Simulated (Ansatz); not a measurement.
A run on CH₆FNOSi (`N[SiH2]OCF`) with other settings.

```yaml
crystal:
  periodic: [false, false, false]
  atoms:
    - {symbol: N, position_ang: [-0.409518, 0.025797, 2.168620]}
    - {symbol: Si, position_ang: [-0.511206, -0.441870, 0.539974]}
    - {symbol: O, position_ang: [0.158133, 0.690077, -0.482838]}
    - {symbol: C, position_ang: [0.730988, 0.389486, -1.685811]}
    - {symbol: F, position_ang: [-0.234515, 0.044553, -2.610827]}
    - {symbol: H, position_ang: [0.471280, 0.108269, 2.648381]}
    - {symbol: H, position_ang: [-1.115913, 0.610462, 2.582586]}
    - {symbol: H, position_ang: [0.266281, -1.689249, 0.315432]}
    - {symbol: H, position_ang: [-1.948455, -0.602735, 0.228119]}
    - {symbol: H, position_ang: [1.244149, 1.275894, -2.066814]}
    - {symbol: H, position_ang: [1.413878, -0.467582, -1.616124]}
basis:
  gaussian: {orbitals: cc-pVDZ, final_grid: {core_spheres: 5, valence_spheres: 4, degree: 11}}
hamiltonian: {xc: {name: rPW86-PBE}, dispersion: d4}
output: {forces: true}
```

```sh
$ ansatz run in.yaml --threads 4 --pin off --events-out ev --progress --plain --max-ram 10444MiB
```

Output, abridged:

```
Functional definition: rPW86-PBE
1235 factors; their error is unknown
mean field evaluation 1: about -15277.4260 eV, gradient 7.9e1 eV
mean field evaluation 2: about -15242.7712 eV, gradient 1.4e2 eV
mean field evaluation 4: about -15288.9755 eV, gradient 1.2e1 eV
mean field evaluation 8: about -15289.2560 eV, gradient 7.1e-1 eV
mean field evaluation 16: about -15289.2124 eV, gradient 9.4e-4 eV
mean field -15289.21237533 eV, -561.8681913929 hartree, gradient 4.7e-5 eV, S^2 0.000000; 0 other end points of the search recorded, 0 dependent functions left out
reference -15289.21243892 eV, -561.8681937301 hartree; 25, 25 occupied and 79, 79 virtual orbitals, 1235 factors
Total energy: -15289.43033264 eV, -561.8762011764 hartree
Atom 0 at    -0.409518     0.025797     2.168620 Å, force    -0.091319    -0.195710     0.514227 eV/Å
Atom 1 at    -0.511206    -0.441870     0.539974 Å, force    -0.587717    -1.033615     0.075564 eV/Å
Atom 2 at     0.158133     0.690077    -0.482838 Å, force     0.393757     1.468465    -0.148672 eV/Å
Atom 3 at     0.730988     0.389486    -1.685811 Å, force     0.311094     0.096436    -0.029253 eV/Å
Atom 4 at    -0.234515     0.044553    -2.610827 Å, force    -0.789193    -0.331977    -0.803852 eV/Å
Atom 5 at     0.471280     0.108269     2.648381 Å, force     0.532733     0.066794     0.232954 eV/Å
Atom 6 at    -1.115913     0.610462     2.582586 Å, force    -0.427198     0.371246     0.315915 eV/Å
Atom 7 at     0.266281    -1.689249     0.315432 Å, force     0.197887    -0.337740    -0.064230 eV/Å
Atom 8 at    -1.948455    -0.602735     0.228119 Å, force    -0.375277    -0.096599    -0.012809 eV/Å
Atom 9 at     1.244149     1.275894    -2.066814 Å, force     0.404633     0.444613    -0.212566 eV/Å
Atom 10 at     1.413878    -0.467582    -1.616124 Å, force     0.430600    -0.451912     0.132722 eV/Å
Dipole moment:     0.246199     0.115950     0.414675 e Å
```

It took 0.55 s on 4 threads of an AMD EPYC 7B13 on a shared host, with 0.44 GiB of host memory at the peak.
